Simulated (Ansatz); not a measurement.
`[BH2][AlH][OH]` + `BNC` → `BN(B)C` + `[OH][AlH2]` at 400 K and 1 bar (cleavage of the B–Al bond).

Program: Ansatz. Geometries: PBE0-D4/def2-TZVP. ΔE: electronic, gas phase. CBS: MP2 limit from def2 TZ/QZ plus the TZ coupled-cluster correction, frozen cores. This one scheme is used for every species. Each species was taken in one conformer, which may not be the lowest.

| species | CCSD(T)/CBS energy (Eh) | H − E (kJ/mol) | S (J/(mol·K)) |
| --- | --- | --- | --- |
| `[BH2][AlH][OH]` | -344.39123 | 130.4 | 325.1 |
| `BNC` | -121.18426 | 222.8 | 289.6 |
| `BN(B)C` | -146.59307 | 258.1 | 335.0 |
| `[OH][AlH2]` | -319.03157 | 88.7 | 271.1 |

H − E and S are ideal-gas, rigid-rotor, harmonic terms from PBE0-D4/def2-TZVP, for one conformer and one mirror image of each species. 1 Eh = 2625.50 kJ/mol, R = 8.31446 J/(mol·K).

Task: By hand: ΔE, ΔH, ΔS and ΔG.

Result: ΔE = (-146.59307) + (-319.03157) − (-344.39123) − (-121.18426) = -0.04915 Eh = -129.0 kJ/mol. Δ(H − E) = 258.1 + 88.7 − 130.4 − 222.8 = -6.4, so ΔH = -135.4 kJ/mol. ΔS = 335.0 + 271.1 − 325.1 − 289.6 = -8.6 J/(mol·K). ΔG = -135.4 − 400 × (-8.6)/1000 = -132.0 kJ/mol.

Task: By hand: the equilibrium constant, and the temperature at which ΔG would vanish if ΔH and ΔS stayed fixed.

Result: log₁₀ K = −ΔG/(RT ln 10) = 17.2. ΔG = 0 at ΔH/ΔS = 15744 K, far beyond where these terms or the molecules hold.

The number of gas molecules stays the same, so ΔS is small and ΔH decides. A doubt of 5 kJ/mol in ΔE shifts log₁₀ K by 0.7 here. Other conformers and mirror images would add mixing entropy, several J/(mol·K) or more a flexible species. Modes under 60 cm⁻¹, often nearly free rotors, make the harmonic entropy too high. These are equilibria of isolated gas molecules and say nothing of rates. Largest T1 diagnostic: 0.012 (customary marks: 0.02 for closed shells, 0.045 for open ones).
